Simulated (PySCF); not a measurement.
Species: C₉H₉ (doublet state).
Structure used (GFN2-xTB), in Å, numbered top down from 1:
```
atom  x, y, z in Å
C1     4.3681   -0.1466   -1.1401
C2     3.6158    0.2207   -0.0491
C3     2.5087   -0.4132    0.3743
C4     1.4390   -1.0221    0.7923
C5     0.1281   -0.7057    0.3582
C6    -0.9865   -0.4445   -0.0157
C7    -2.3164   -0.1424   -0.4361
C8    -3.2767    0.4814    0.5452
C9    -3.4666   -0.9393    0.1239
H10    4.0929   -0.9921   -1.7443
H11    5.2451    0.4071   -1.4181
H12    3.9306    1.0863    0.5269
H13    1.4982   -1.8299    1.5206
H14   -2.3855    0.1768   -1.4704
H15   -2.9174    0.6721    1.5449
H16   -3.9626    1.2285    0.1752
H17   -4.2853   -1.1799   -0.5376
H18   -3.2381   -1.7157    0.8383
```

The hyperfine couplings belong to this conformer and change with its torsions.

As a line formula: `C(#CC=[C]C=C)C1CC1` [radical].

Method: UKS B3LYP, pcH-1 on C H, non-relativistic, mean-field spin-orbit, GIAO in PySCF. Geometry: GFN2-xTB; no solvent, vibrations or thermal averaging. A GFN2-xTB geometry isn't a minimum of the functional, and hyperfine couplings can be far from their values at a DFT geometry. The SCF solution wasn't tested for stability. ⟨S²⟩ is 0.778 where a pure state has 0.75.

Task: Give the principal g shifts and their parts.

Result: 
```json
{"Δg (ppm)": "relativistic mass correction", "1": "-145", "2": "-145", "3": "-145"}
{"Δg (ppm)": "gauge correction", "1": "9", "2": "36", "3": "19"}
{"Δg (ppm)": "orbital Zeeman/spin–orbit", "1": "-24", "2": "83", "3": "578"}
{"Δg (ppm)": "total", "1": "-160", "2": "-26", "3": "452"}
```

So g = 2.00216, 2.00229, 2.00277 and g_iso = 2.00241; the tensor is rhombic: the two nearest values differ by 22 % of g3 − g1. Axes: g2 points within 10° of the C3–C4 bond.

Task: Average each term over the three axes. Which is largest in size?

Result: The orbital-Zeeman/spin–orbit term 213, the mass correction -145 and the gauge correction 21 ppm, for a total of 88 ppm. The orbital-Zeeman/spin–orbit term is the largest in size. The mass correction is the same along every axis, so the anisotropy comes from the other two: their spans along these axes are 28 (gauge) and 602 ppm (orbital Zeeman/spin–orbit).

Task: What effective moment and Curie constant follow for a powder?

Result: With the mean of g² = 4.0096 and S(S+1) = 0.75: μ_eff = √(⟨g²⟩S(S+1)) = 1.734 μB and χT = 0.12505·⟨g²⟩·S(S+1) = 0.376 cm³ K/mol (cgs; spin-Hamiltonian part alone).

Task: At 9.423 GHz, how far is the centre of the isotropic spectrum from where a free electron (g = 2.002319) resonates?

Result: B = hν/(g μB) with μB/h = 13.99624 MHz/mT gives 336.24 mT for the free electron and 336.22 mT at g_iso, 0.01 mT lower.

Task: In a frozen sample, at which fields do the three g values resonate at 9.5, 34, 94 and 263 GHz (hyperfine left aside), and which band first spreads them over more than twice a line width of 0.3 mT?

Result: 
```json
{"band": "X", "GHz": "9.5", "B(g3) mT": "338.91", "B(g2) mT": "338.99", "B(g1) mT": "339.01", "spread mT": "0.10"}
{"band": "Q", "GHz": "34.0", "B(g3) mT": "1212.93", "B(g2) mT": "1213.22", "B(g1) mT": "1213.30", "spread mT": "0.37"}
{"band": "W", "GHz": "94.0", "B(g3) mT": "3353.40", "B(g2) mT": "3354.20", "B(g1) mT": "3354.42", "spread mT": "1.03"}
{"band": "J", "GHz": "263.0", "B(g3) mT": "9382.38", "B(g2) mT": "9384.62", "B(g1) mT": "9385.25", "spread mT": "2.87"}
```

The spread grows in proportion to the frequency. W band is the first where it exceeds 0.6 mT.

The Mulliken spin populations are largest on C1 (+0.72), C3 (+0.63), C2 (-0.26) and C4 (-0.10). The angles at C1 add up to 360.0°, so it is planar; its axial dipolar tensor and the negative couplings of its protons fit spin in a p orbital normal to that plane.

The HOMO–LUMO gaps are 4.68 eV among the α and 3.96 eV among the β orbitals.
